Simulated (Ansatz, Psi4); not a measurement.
## A ladder of methods for NBrO (nitrosyl bromide)

The species is NBrO (3 atoms), meant as a singlet with charge 0. SMILES: `O=NBr`. The coordinates come from a PBE0-D4/def2-TZVP relaxation.

```xyz
3

O     0.9418   -0.6468    0.4485
N    -0.0449   -0.6365   -0.0929
Br   -0.8968    1.2833   -0.3556
```

Quantity: the atomisation enthalpy at 298 K, in kJ/mol. The values are calculated. The thermal term (zero-point and 298 K enthalpy, harmonic and unscaled) is that of PBE0/aug-cc-pVTZ; the spin-orbit lowering of the free atoms at 298 K, 15.1 kJ/mol by their spectra, is taken off.

Measured value to compare with: NIST-JANAF tables gives the atomisation enthalpy at 298 K of the gas as 751 kJ/mol.

```json
{"level": "r2SCAN/def2-TZVP", "kind": "meta-GGA", "program": "Psi4", "value (kJ/mol)": "776", "computed − measured": "+25", "CPU time (all runs)": "1.9 min"}
{"level": "B3LYP/def2-TZVP", "kind": "global hybrid", "program": "Psi4", "value (kJ/mol)": "754", "computed − measured": "+3", "CPU time (all runs)": "57 s"}
{"level": "PBE0/def2-TZVP", "kind": "global hybrid", "program": "Ansatz", "value (kJ/mol)": "752", "computed − measured": "+1", "CPU time (all runs)": "11 s"}
{"level": "r2SCAN0/def2-TZVP", "kind": "hybrid meta-GGA", "program": "Ansatz", "value (kJ/mol)": "671", "computed − measured": "-80", "CPU time (all runs)": "24 s"}
{"level": "wB97X-V/def2-TZVP", "kind": "range-separated hybrid", "program": "Psi4", "value (kJ/mol)": "740", "computed − measured": "-11", "CPU time (all runs)": "94 s"}
{"level": "DSD-PBEP86/def2-TZVP (density fitting for correlation)", "kind": "double hybrid", "program": "Psi4", "value (kJ/mol)": "732", "computed − measured": "-19", "CPU time (all runs)": "37 s"}
{"level": "RPA@PBE/def2-TZVP", "kind": "RPA", "program": "Ansatz", "value (kJ/mol)": "661", "computed − measured": "-90", "CPU time (all runs)": "15 s"}
{"level": "RPA@PBE0/def2-TZVP", "kind": "RPA", "program": "Ansatz", "value (kJ/mol)": "650", "computed − measured": "-101", "CPU time (all runs)": "16 s"}
{"level": "FCI/STO-3G", "kind": "full CI, core frozen", "program": "Ansatz", "value (kJ/mol)": "393", "computed − measured": "-358", "CPU time (all runs)": "1.2 s"}
```

Nearest: PBE0/def2-TZVP (+1 kJ/mol); farthest: FCI/STO-3G (-358 kJ/mol). Computed less measured by kind, in kJ/mol (of the ab initio rows, those in def2-TZVP): meta-GGA +25; global hybrid -80 to +3; range-separated hybrid -11; double hybrid -19; RPA -101 to -90. All-electron rows without a relativistic Hamiltonian named are non-relativistic. High-level rows in very small sets aren't better than simpler rows in larger ones. Times are those of the runs behind each value, whatever else they computed, on shared processors of several kinds: orders of magnitude only.
